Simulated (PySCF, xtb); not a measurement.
H₃MnO₅, SMILES [O]=[Mn](=[O])([OH])([OH])[OH], multiplicity 1. Other conformers were not sampled.

Harmonic wavenumbers (cm⁻¹) from GFN2-xTB (xtb) at its own minimum, in rising order: 105, 272, 304, 334, 359, 389, 397, 435, 460, 490, 495, 532, 553, 700, 775, 822, 1029, 1118, 3490, 3506, 3526.

Problem. What does B3LYP-D3(BJ)/def2-SVP in PySCF give at its own minimum? (An estimate is asked for; the answer gives what the named calculation found.)

Solution. 88, 252, 303, 323, 349, 353, 417, 440, 465, 514, 601, 615, 672, 939, 974, 1044, 1057, 1099, 3681, 3732, 3777. Paired by order, the mean absolute difference is 87 cm⁻¹ and the zero-point energies are 28.7 and 31.0 kcal/mol.
